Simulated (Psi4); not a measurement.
CHOS, charge +1, singlet, geometry from GFN2-xTB. Base run: R2SCAN/3-21G run with Psi4.

Geometry (Å):
```xyz
4

O     -0.3418     0.1010    -1.6870
C     -0.1312     0.0410    -0.5833
S      0.2759    -0.0947     0.9747
H     -0.8919     0.4618     1.4006
```
Charge +1, spin multiplicity 1.
All else is at Psi4's defaults (density fitting; Cartesian or spherical functions as each basis is defined).

Variants of this job, named by their change:

```csv
change,basis functions,E (Eh),core-seconds (rough)
base,33,-509.03410,3
basis = def2-SV(P),48,-511.47605,4
basis = cc-pVDZ,51,-511.70799,4
basis = cc-pV(D+d)Z,56,-511.71330,4
basis = 6-31+G*,63,-511.67302,4
basis = 6-311++G**,81,-511.73664,4
basis = aug-pcseg-1,82,-511.65931,5
basis = def2-TZVP,105,-511.76062,6
basis = pcseg-2,108,-511.76342,6
basis = def2-TZVPP,118,-511.76132,6
basis = aug-cc-pVTZ,165,-511.76113,10
basis = cc-pVQZ,199,-511.77364,10
basis = def2-QZVPP,214,-511.77962,20
```

Totals compare only among sets that treat the same electrons; sets with core potentials leave the core out.
